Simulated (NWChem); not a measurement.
Molecule: BeH2SeS; SMILES [SH][Be][SeH]

```xyz
5

Be     0.0069    -0.6899     0.0217
S      0.0148    -2.5947     0.0525
H      0.0276    -2.6846    -1.2987
Se     0.0337     1.3407     0.0110
H     -1.4392     1.3757    -0.0010
```
Atoms are numbered in this order, from 1.

Computed with NWChem. Pople sets run with spherical d functions. Medium grid unless said otherwise, to which SCAN and Minnesota functionals are sensitive. Coordinates come from a PBE0/def2-SVP optimisation. Hybrids' shares of exact exchange are those that their runs print; pure functionals count as 0. The functionals differ in more than this share.

| row | share of exact exchange | highest occupied level (eV) |
|---|---|---|
| PBE/6-31G* | 0.00 | -6.20 |
| B97-D/6-31G* | 0.00 | -6.13 |
| B3LYP/6-31G* | 0.20 | -7.06 |
| PW6B95/6-31G* | 0.28 | -7.37 |
| BHandHLYP/6-31G* | 0.50 | -8.29 |
| M05-2X/6-31G* | 0.56 | withheld |

Task: Fit a straight line of the last column on the one before it, predict the withheld value, and compare with the run.

Result: 
1. Means of the 5 shown rows: x = 0.196, y = -7.010. Slope Σ(x − x̄)(y − ȳ)/Σ(x − x̄)² = -0.7508/0.1763 = -4.258; intercept -6.175.
2. The shown rows scatter about the line by 0.028 (root mean square); the largest residual is +0.04, at B97-D/6-31G*.
3. At x = 0.56 (M05-2X/6-31G*; beyond the shown range) the line gives -8.56.
4. The run gives -8.64, -0.08 from the line, 2.8 times the scatter.
